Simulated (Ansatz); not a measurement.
Basis-set extrapolation for C2H9BFP (PBE0-D4/def2-TZVP geometry, frozen core, Ansatz). Multiplicity 1, RHF reference.

```tsv
	def2-TZVPP	def2-QZVPP
HF	-546.000304	-546.019702
MP2 correlation	-0.878478	-0.944006
CCSD(T) correlation	-0.973575	not run
```

Energies in hartree. Use E(X) = E(∞) + A·exp(−7.88·√X) for Hartree–Fock and E(X) = E(∞) + B·X^(−2.97) for correlation, with X = 3 and 4, and add CCSD(T) minus MP2 of the smaller set to the MP2 limit.

**Question.** What is the CCSD(T) energy at the basis-set limit?

**Answer.** HF limit: -546.019702 + (-0.019398) × 0.13774 = -546.02237. MP2 limit: -0.944006 + (-0.065528) × 0.74074 = -0.99255. Higher-order term: -0.973575 − (-0.878478) = -0.09510. Total: -547.11002 hartree, 85.4 kcal/mol below CCSD(T)/def2-TZVPP.
